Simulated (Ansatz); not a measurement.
Program: Ansatz. Geometries: PBE0-D4/def2-TZVP. ΔE: electronic, gas phase. CBS: MP2 limit from def2 TZ/QZ plus the TZ coupled-cluster correction, frozen cores. Elements past krypton have def2 core potentials. For Ge, Se, Sn outer-core shells are correlated without core-valence functions, which leaves a few kJ/mol of doubt a bond. Scalar relativity is left out up to krypton. Each species was taken in one conformer, which may not be the lowest.

`C[O][GeH]([F])[O]C` + `[SH][SnH2][SeH]` → `C[O][GeH]([F])[SeH]` + `C[O][SnH2][SH]`  (redistribution)

| species | CCSD(T)/CBS(def2) energy (Eh) |
| --- | --- |
| `C[O][GeH]([F])[O]C` | -2406.63103 |
| `[SH][SnH2][SeH]` | -3014.95398 |
| `C[O][GeH]([F])[SeH]` | -4692.91769 |
| `C[O][SnH2][SH]` | -728.64890 |

(1) Work out ΔE.

Largest T1 diagnostic among the species: 0.013.

Answers

(1) ΔE = (-4692.91769) + (-728.64890) − (-2406.63103) − (-3014.95398) = 0.01842 Eh = +48.4 kJ/mol.

In def2-TZVPP, CCSD(T) changes the Hartree–Fock value by −14.7 kJ/mol (the triples alone add −2.6 kJ/mol) and MP2 by −13.9 kJ/mol. From PBE to PBE0 (25 % exact exchange), in def2-TZVPP and without D4, ΔE moves by +7.5 kJ/mol.
